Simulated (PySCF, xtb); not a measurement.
C₄H₆ClF, SMILES C(/[C@H](F)C)=C/Cl. Other conformers were not sampled.

Harmonic wavenumbers (cm⁻¹) from GFN2-xTB in xtb at its own minimum, in rising order: 47, 134, 197, 232, 364, 390, 499, 591, 728, 755, 862, 894, 949, 1071, 1087, 1125, 1184, 1239, 1271, 1303, 1391, 1470, 1482, 1681, 2903, 3047, 3050, 3063, 3083, 3097.

### Question
What does PBE-D3(BJ)/def2-SVP run with PySCF give at its own minimum? (Estimate from the structure and the level; the computed values follow.)

### Answer
43, 143, 235, 254, 367, 407, 515, 603, 693, 732, 859, 895, 925, 1059, 1079, 1114, 1158, 1255, 1299, 1324, 1334, 1407, 1416, 1656, 2965, 2980, 3080, 3084, 3108, 3150. Paired by order, the mean absolute difference is 27 cm⁻¹ and the zero-point energies are 56.0 and 56.0 kcal/mol.
